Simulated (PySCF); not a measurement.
H₈NSi₃, SMILES [SiH2]N([SiH3])[SiH3], multiplicity 2. Atoms are numbered in the order given.

```xyz
12

Si    -1.5649     0.9125    -0.0409
N     -0.0469     0.0144    -0.0047
Si     0.0170    -1.6839    -0.4803
Si     1.4492     0.8414     0.4406
H     -2.6656     0.0806     0.5502
H     -1.3590     2.1535     0.7792
H      0.8581    -1.8743    -1.6971
H     -1.3749    -2.1291    -0.7686
H      0.5918    -2.5153     0.6169
H      1.5070     1.1136     1.9054
H      1.5671     2.1366    -0.2880
H      2.5854    -0.0476     0.0629
```
Charge 0, spin multiplicity 2.

Coordinates come from a B3LYP-D3(BJ)/def2-SVP optimisation. The isomer is the one that the SMILES or the coordinates give; other isomers of the formula were not compared.

Two levels are set side by side: PBE/pcH-1 (PySCF) and PBE0/pcH-1 (PySCF). Contact hyperfine couplings, same geometry. Differences are taken from unrounded values.

| quantity | PBE0 | PBE | PBE minus PBE0 |
|---|---|---|---|
| A(iso) of 29Si, atom Si1 (MHz) | -563.3 | -527.6 | 35.7 |
| A(iso) of 14N, atom N2 (MHz) | 12.7 | 11.0 | -1.7 |
| A(iso) of 29Si, atom Si3 (MHz) | 4.1 | 3.6 | -0.5 |
| A(iso) of 29Si, atom Si4 (MHz) | 0.8 | 0.2 | -0.7 |
| A(iso) of 1H, atom H5 (MHz) | 95.2 | 97.0 | 1.8 |
| A(iso) of 1H, atom H6 (MHz) | 64.8 | 65.3 | 0.5 |
| A(iso) of 1H, atom H7 (MHz) | 1.9 | 3.5 | 1.6 |
| A(iso) of 1H, atom H8 (MHz) | -0.5 | -0.5 | 0.0 |
| A(iso) of 1H, atom H9 (MHz) | 3.4 | 5.3 | 1.9 |
| A(iso) of 1H, atom H10 (MHz) | 1.9 | 3.4 | 1.5 |
| A(iso) of 1H, atom H11 (MHz) | 3.9 | 5.8 | 1.9 |
| A(iso) of 1H, atom H12 (MHz) | 0.4 | 0.4 | 0.1 |

Rough cost on one machine, each run with all the roots and properties that it gave: PBE0 against PBE within a factor of 2.
